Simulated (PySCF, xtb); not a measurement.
C₂H₃ClF₂O₂Si, SMILES CC(=O)O[Si](F)(F)Cl. One conformer was computed; it need not be the lowest.

Harmonic wavenumbers (cm⁻¹) from xtb 6.7.1 with GFN2-xTB at its own minimum, in rising order: 28, 58, 75, 78, 156, 170, 227, 257, 275, 361, 546, 562, 621, 770, 871, 908, 987, 1003, 1033, 1165, 1363, 1430, 1432, 1810, 3028, 3038, 3070.

### Question
What does ωB97X-D3(BJ)/def2-SVP run with PySCF give at its own minimum? (Estimate from the structure and the level; the computed values follow.)

### Answer
60, 78, 100, 116, 204, 221, 275, 287, 339, 403, 580, 599, 660, 827, 923, 989, 1011, 1040, 1064, 1286, 1409, 1446, 1456, 1906, 3092, 3187, 3229. Paired by order, the mean absolute difference is 54 cm⁻¹ and the zero-point energies are 36.2 and 38.3 kcal/mol.
